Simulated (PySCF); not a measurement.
## Computed vibrations of [Ce(H2O)2]3+

[Ce(H2O)2]3+ (singlet in the valence; each metal's 4f electrons, 1 of them, lie in its core potential, out of spins and levels). PySCF 2.14.0, RKS PBE0, Ce lcecp-1-SVP with ECP47, O def2-SVP, H def2-SVP; non-relativistic Hamiltonian with scalar-relativistic core potentials where named; density fitting; no spin-orbit coupling. Central differences of gradients.

```xyz
7

Ce    0.0000    0.0000    0.0000
O     0.0000    0.0000    2.3813
H     0.5442    0.5442    3.0043
H    -0.5442   -0.5442    3.0043
O     0.0000    0.0000   -2.3813
H     0.5442   -0.5442   -3.0043
H    -0.5442    0.5442   -3.0043
```

Run from Python with OMP_NUM_THREADS=2. Where DIIS fails, smearing, a level shift and second-order steps follow.
It took 21 s on 2 threads of Intel(R) Xeon(R) 6975P-C (Granite Rapids), with other jobs on the host.

**Question.** What are the harmonic wavenumbers and infrared intensities?

**Answer.** Modes are labelled in D2d; negative numbers are unstable modes, those under 60 cm⁻¹ near the noise; a finer grid moves soft modes by up to 10 cm⁻¹.
```tsv
cm⁻¹	km/mol	symmetry
-62	–	e
-62	–	e
146	0.0	b1
390	0.0	a1
395	74.5	b2
630	63.5	e
630	63.5	e
719	424.0	e
719	424.0	e
1677	304.5	b2
1679	0.0	a1
3543	1339.6	b2
3557	0.0	a1
3576	447.5	e
3576	447.5	e
```

**Question.** Is this a minimum?

**Answer.** Probably not: 2 unstable, though so soft as to be near the noise; the lowest moves the atoms so:
```
Ce   0.09  0.01  0.00
O   -0.32 -0.02  0.00
H   -0.43 -0.02  0.09
H   -0.43 -0.02 -0.09
O   -0.32 -0.02  0.00
H   -0.43 -0.04 -0.08
H   -0.43 -0.04  0.08
```

An lcecp potential fixes the number of 4f electrons, so in runs with it no electron can move into or out of that shell.
